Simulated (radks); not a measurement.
Results of a calculation; reference values are marked as such.
Effect of the nuclear size on neutral promethium, [Xe] 4f5 6s2. Level of theory: Dirac Kohn-Sham, relativistic LDA (MacDonald-Vosko exchange, VWN5 correlation), spin-unpolarised, spherical densities, finite nucleus; open shells are shared between the two j in proportion to 2j + 1; Fermi nuclear charge, rms radius 4.962 fm (a radial shooting solver on a logarithmic mesh with Libxc functionals). The rms radius is varied about that value; shifts are against it.

[
 {"rms radius (fm)": "4.1929", "total energy shift (eV)": "-4.14", "density at nucleus (e/bohr^3)": "5.057e+05", "1s1/2 shift (meV)": "-1710", "2s1/2 shift (meV)": "-214", "5s1/2 shift (meV)": "-1.57", "5p1/2 shift (meV)": "0.226", "6s1/2 shift (meV)": "-0.074", "4f7/2 shift (meV)": "0.346", "6p1/2 (empty) shift (meV)": "0.068"},
 {"rms radius (fm)": "4.6593", "total energy shift (eV)": "-1.70", "density at nucleus (e/bohr^3)": "4.935e+05", "1s1/2 shift (meV)": "-698", "2s1/2 shift (meV)": "-87.6", "5s1/2 shift (meV)": "-0.642", "5p1/2 shift (meV)": "0.092", "6s1/2 shift (meV)": "-0.030", "4f7/2 shift (meV)": "0.142", "6p1/2 (empty) shift (meV)": "0.028"},
 {"rms radius (fm)": "4.962", "total energy shift (eV)": "0", "density at nucleus (e/bohr^3)": "4.865e+05", "1s1/2 shift (meV)": "0.000", "2s1/2 shift (meV)": "0.000", "5s1/2 shift (meV)": "0.000", "5p1/2 shift (meV)": "0.000", "6s1/2 shift (meV)": "0.000", "4f7/2 shift (meV)": "0.000", "6p1/2 (empty) shift (meV)": "0.000"},
 {"rms radius (fm)": "5.3689", "total energy shift (eV)": "2.41", "density at nucleus (e/bohr^3)": "4.777e+05", "1s1/2 shift (meV)": "991", "2s1/2 shift (meV)": "124", "5s1/2 shift (meV)": "0.912", "5p1/2 shift (meV)": "-0.131", "6s1/2 shift (meV)": "0.043", "4f7/2 shift (meV)": "-0.201", "6p1/2 (empty) shift (meV)": "-0.040"},
 {"rms radius (fm)": "5.4929", "total energy shift (eV)": "3.17", "density at nucleus (e/bohr^3)": "4.752e+05", "1s1/2 shift (meV)": "1300", "2s1/2 shift (meV)": "164", "5s1/2 shift (meV)": "1.20", "5p1/2 shift (meV)": "-0.173", "6s1/2 shift (meV)": "0.056", "4f7/2 shift (meV)": "-0.265", "6p1/2 (empty) shift (meV)": "-0.052"}
]

Slopes of the eigenvalues against <r^2> in GHz/fm^2, as finite differences over the two radii next to the reference (eigenvalue slopes, not the field-shift constants of lines): 1s1/2 57400, 2s1/2 7200, 5s1/2 52.8, 5p1/2 -7.60, 6s1/2 2.48, 4f7/2 -11.7, 6p1/2 (empty) -2.30.
